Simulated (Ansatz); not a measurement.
Reaction (isomerisation): `B[SiH2]C(O)F` → `CBO[SiH2]F`

Program: Ansatz. Geometries: PBE0-D4/def2-TZVP. ΔE: electronic, gas phase. CCSD(T)/CBS adds triple-zeta CCSD(T) − MP2 to the extrapolated MP2 energy (def2 sets, frozen cores). Functionals use def2-TZVPP. B3LYP here is the variant with VWN-RPA as its local correlation; programs differ in this. Each species was taken in one conformer, which may not be the lowest.

| level | ΔE (kJ/mol) |
| --- | --- |
| ωB97X-V | -559.7 |
| B3LYP | -572.0 |
| MP2/def2-TZVPP | -600.4 |
| MP2/CBS(def2) | -606.3 |

Task: What does CCSD(T)/CBS give? (Best estimate.)

Result: Computed: -582.3 kJ/mol. The listed levels differ from it by 22.6, 10.3, -18.1, -24.0 kJ/mol.

Largest T1 diagnostic among the species: 0.012.

From PBE to PBE0 (25 % exact exchange), in def2-TZVPP and without D4, ΔE moves by −16.1 kJ/mol.
